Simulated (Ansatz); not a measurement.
Ideal-gas functions of `[CH3][In]([OH])[OH]` at 600 K and 1 bar, from an Ansatz frequency run at PBE0-D4/def2-TZVP.

Molar mass 163.87 g/mol, point group C1 (symmetry number 1), electronic degeneracy 1, moments of inertia 91.675, 124.946, 213.449 u Å². Harmonic wavenumbers (cm⁻¹, unscaled): 44, 99, 133, 138, 288, 366, 515, 587, 609, 727, 735, 776, 824, 1199, 1450, 1453, 3072, 3167, 3178, 3882, 3898.

Use S(trans) = R[1.5 ln M + 2.5 ln T − 1.1517]; rotational temperatures θ = 24.2544 K / I; S(rot) = R[ln(√π/σ · √(T³/θAθBθC)) + 1.5]; for each mode x = 1.438777 ν̃/T, S = R[x/(eˣ − 1) − ln(1 − e⁻ˣ)] and H = RT x/(eˣ − 1); 1 cm⁻¹ = 0.0119627 kJ/mol; R = 8.31446 J/(mol·K).

Task: By hand: the entropy, in J/(mol·K).

Result: Translation 187.0. Rotation: θ = 0.2646, 0.1941, 0.1136 K, giving 118.4. Vibration, mode by mode: 27.02, 20.29, 17.85, 17.55, 11.56, 9.66, 7.07, 6.13, 5.87, 4.67, 4.60, 4.26, 3.88, 1.91, 1.18, 1.18, 0.04, 0.04, 0.04, 0.01, 0.01, in all 144.8. Electronic 0.0. Sum 450.2 J/(mol·K).

Task: By hand: H − E and G − E in kJ/mol, counted from the electronic energy.

Result: Zero-point energy ½ × 27140 × 0.0119627 = 162.3; thermal vibration 40.2; translation, rotation and pV give 4 RT = 20.0. H − E = 222.5 kJ/mol, and G − E = 222.5 − 600 × 450.2/1000 = -47.6 kJ/mol.

Vibration gives 32 % of the entropy, 82.7 J/(mol·K) of it from the modes under 150 cm⁻¹: soft modes count most, and the harmonic formula is weakest for them. The sum counts one conformer and one mirror image; others add a mixing term.
